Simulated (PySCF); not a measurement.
Start geometry of `F/C=C1\CC[SiH2]1` from a GFN2-xTB structure with every atom displaced at random (by about 0.01 Å) (Å):
```
atom  x, y, z in Å
F1     2.808   -0.065   -1.071
C2     1.783    0.779   -0.675
C3     0.609    0.334   -0.246
C4     0.190   -1.088   -0.091
C5    -1.261   -0.817    0.456
Si6   -0.987    1.091    0.399
H7     2.087    1.819   -0.759
H8     0.162   -1.613   -1.047
H9     0.781   -1.653    0.619
H10   -2.047   -1.203   -0.165
H11   -1.421   -1.239    1.465
H12   -0.897    1.790    1.688
H13   -1.801    1.846   -0.584
```

**Question.** What comes out of this run: PBE0-D3(BJ)/def2-SVP geometry optimisation, gas phase (PySCF)?

**Answer.** 
```
atom  x, y, z in Å
F1     2.6990   -0.1602   -1.2812
C2     1.8115    0.7113   -0.7992
C3     0.6516    0.3276   -0.2781
C4     0.0905   -1.0798   -0.1230
C5    -1.2890   -0.7746    0.5391
Si6   -0.8745    1.0834    0.4975
H7     2.1583    1.7458   -0.8867
H8    -0.0063   -1.5961   -1.0932
H9     0.7342   -1.7169    0.5070
H10   -2.1505   -1.0812   -0.0715
H11   -1.4092   -1.2147    1.5394
H12   -0.6926    1.7761    1.8120
H13   -1.7210    1.9617   -0.3698
```

The energy falls by 0.166 eV over 9 energy and gradient evaluations, the largest force component goes from 0.0319 to 3.7e-04 Eh/bohr, and the atoms move by 0.035 Å rms after alignment. The bond that changes most is F1–C2 (vinyl fluorine to vinylic C–F carbon), which shortens by 0.051 Å. Bonds longer at the end by more than 0.005 Å: 7 of 13; shorter: 5. Among the angles that change most is C4–C3–Si6, from 96.3° to 91.7°. Rotational constants go from 5991, 1798, 1431 to 6108, 1797, 1437 MHz. The orientation of the end geometry is arbitrary; only internal coordinates are fixed.

The run used 123 basis functions and 59 SCF cycles in all. On one thread of an Arm Neoverse V1 (shared host), this took 51 s and 0.49 GiB of memory at its peak.

Whether it is a minimum is left open (no frequencies).
